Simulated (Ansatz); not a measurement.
C2H7BrGe, SMILES `[GeH3][CH2]CBr`, relaxed with RKS PBE0-D4/def2-TZVP in Ansatz 0.2.0 from a PBE-D4/def2-SVP geometry. The force threshold is 0.005 eV/Å; the program also tests the step.

The species carries charge 0 and has multiplicity 1.

Start:

```xyz
11

Ge    1.362   -0.424   -0.729
C     0.036   -0.020    0.695
C    -1.295    0.411    0.123
Br   -2.628    0.814    1.534
H     1.600    0.837   -1.603
H     2.698   -0.861   -0.076
H     0.830   -1.568   -1.634
H     0.466    0.773    1.341
H    -0.076   -0.929    1.319
H    -1.225    1.341   -0.473
H    -1.769   -0.374   -0.497
```

Task: How much energy does the relaxation release, and in how many steps? (Estimate.)

Result: The calculation gave: 0.03 eV, in 5 steps.

Task: Which bonds change most? (Best estimate.)

Result: The calculation gave: C3–Br4 from 1.983 to 1.960 Å; C3–H11 from 1.106 to 1.089 Å; C3–H10 from 1.106 to 1.089 Å; C2–H8 from 1.109 to 1.092 Å.

Task: Give the relaxed structure. (Best estimate.)

Result: Computed: 
```xyz
11

Ge    1.349   -0.420   -0.721
C     0.037   -0.021    0.694
C    -1.283    0.407    0.118
Br   -2.600    0.808    1.513
H     1.581    0.831   -1.586
H     2.677   -0.853   -0.083
H     0.820   -1.553   -1.619
H     0.455    0.762    1.331
H    -0.079   -0.915    1.309
H    -1.209    1.322   -0.467
H    -1.747   -0.368   -0.489
```
